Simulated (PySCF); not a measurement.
Choosing a basis for TDDFT

Species: C4H7FSi.
Numbering: `[F:1]/[CH:2]=[CH:3]/[C@@H:4]1[CH2:5][SiH2:6]1` (hydrogens: H7 on C2; H8 on C3; H9 on C4; H10, H11 on C5; H12, H13 on Si6)

TDDFT with PBE0 (PySCF), vertical singlets, core orbitals frozen in the response, spherical d and f functions. The structure is a single PBE0-D3(BJ)/def2-SVP conformer in the gas phase; no vibrational or solvent corrections.

| basis | functions | diffuse | S1 (eV) | S2 (eV) | S3 (eV) | S4 (eV) | S5 (eV) | LUMO (eV) | α (au) |
| --- | --- | --- | --- | --- | --- | --- | --- | --- | --- |
| 6-31G* | 102 | no | 5.60 | 6.36 | 6.55 | 6.84 | 7.09 | 0.34 | 67.3 |
| def2-SVP | 123 | no | 5.79 | 6.28 | 6.37 | 6.72 | 6.94 | 0.23 | 70.4 |
| 6-31+G* | 126 | yes | 5.26 | 5.51 | 5.84 | 5.90 | 6.15 | -0.21 | 76.3 |
| def2-SVPD | 183 | yes | 5.51 | 5.87 | 5.99 | 6.21 | 6.47 | -0.08 | 80.2 |
| aug-cc-pVDZ | 205 | yes | 5.24 | 5.39 | 5.65 | 5.74 | 5.90 | -0.27 | 82.1 |
| def2-TZVP | 234 | no | 5.39 | 5.98 | 6.02 | 6.43 | 6.53 | -0.09 | 77.8 |
| def2-TZVPD | 294 | yes | 5.26 | 5.61 | 5.82 | 5.89 | 6.11 | -0.23 | 81.9 |

How much do these states and the polarisability depend on the basis?

States are compared by their number. Against the largest diffuse basis here (def2-TZVPD, itself not a converged limit), sets without diffuse functions differ by up to 0.53 eV in S1 and 0.98 eV in S5; the smaller diffuse sets differ by up to 0.25 and 0.35 eV. State by state, the largest deviation of a set without diffuse functions is S1 0.53, S2 0.75, S3 0.72, S4 0.95, S5 0.98 eV. The same number needn't mean the same state in each row. Against def2-TZVPD the polarisability deviates by -18% in 6-31G*, -14% in def2-SVP, -7% in 6-31+G*, -2% in def2-SVPD, 0% in aug-cc-pVDZ, -5% in def2-TZVP. A single + in a Pople set puts diffuse functions on heavy atoms only.
